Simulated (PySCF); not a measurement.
CH8FNOSi2, SMILES F[Si@@H]([SiH2]OC)N. Heavy atoms are numbered as in [CH3:1][O:2][SiH2:3][Si@@H:4]([NH2:5])[F:6]. Hydrogens are named by the atom that carries them.

The structure is a stationary point at PBE0-D3(BJ)/def2-SVP. The structure was generated by enumeration; whether it is a known compound was not checked. One conformer was computed; it need not be the lowest.

Computed with PySCF with r2SCAN/def2-TZVP.

Atomic charges (e), one atom of each kind:

```tsv
atom	Mulliken	Löwdin
C1 (CH3)	-0.14	(withheld)
O2	-0.38	0.04
Si3 (SiH2)	0.27	0.10
Si4 (SiH)	0.60	0.00
N5 (NH2)	-0.64	(withheld)
F6	-0.34	(withheld)
H on C1	0.10	(withheld)
H on Si3	-0.06	-0.04
H on Si4	-0.06	(withheld)
H on N5	0.24	0.16
```

Question: Fill in the missing entries. (The exact figures need the calculation; the answer reports its results.)

Answer: 
- C1 (CH3), Löwdin: -0.37
- N5 (NH2), Löwdin: -0.25
- F6, Löwdin: -0.03
- H on C1, Löwdin: 0.10
- H on Si4, Löwdin: -0.04

Computed Mayer and Wiberg (Löwdin basis) orders of the bonds:
```json
[
 {"bond": "C1–O2", "Mayer": "0.94", "Wiberg": "1.55"},
 {"bond": "O2–Si3", "Mayer": "1.15", "Wiberg": "1.55"},
 {"bond": "Si3–Si4", "Mayer": "0.93", "Wiberg": "1.04"},
 {"bond": "Si4–N5", "Mayer": "1.18", "Wiberg": "1.59"},
 {"bond": "Si4–F6", "Mayer": "1.06", "Wiberg": "1.67"}
]
```
